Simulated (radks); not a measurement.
Dy4+, 62 electrons, occupied as [Xe] 4f8. Calculated with a radial shooting solver on a logarithmic mesh with Libxc functionals: Dirac Kohn-Sham, PW91, spin-unpolarised, spherical densities, point nucleus; open shells are shared between the two j in proportion to 2j + 1.

Normalised radial functions P(r) = r R(r) (large component), r in bohr:

| r | 4f7/2 |
|---|---|
| 0.003472 | 0.0000 |
| 0.004593 | 0.0000 |
| 0.006029 | 0.0000 |
| 0.007978 | 0.0000 |
| 0.01047 | 0.0000 |
| 0.01385 | 0.0001 |
| 0.01833 | 0.0003 |
| 0.02406 | 0.0009 |
| 0.03184 | 0.0025 |
| 0.04179 | 0.0064 |
| 0.05529 | 0.0160 |
| 0.07258 | 0.0371 |
| 0.09603 | 0.0830 |
| 0.1271 | 0.1717 |
| 0.1668 | 0.3180 |
| 0.2207 | 0.5382 |
| 0.2896 | 0.7950 |
| 0.3832 | 1.0330 |
| 0.503 | 1.1485 |
| 0.6656 | 1.0933 |
| 0.8806 | 0.8920 |
| 1.156 | 0.6343 |
| 1.529 | 0.3795 |
| 2.007 | 0.1891 |
| 2.656 | 0.0709 |
| 3.486 | 0.0195 |
| 4.613 | 0.0030 |

4f7/2: eigenvalue -54.616 eV, 0 radial nodes, <r> = 0.766 bohr, 90 % of the charge inside 1.28 bohr.
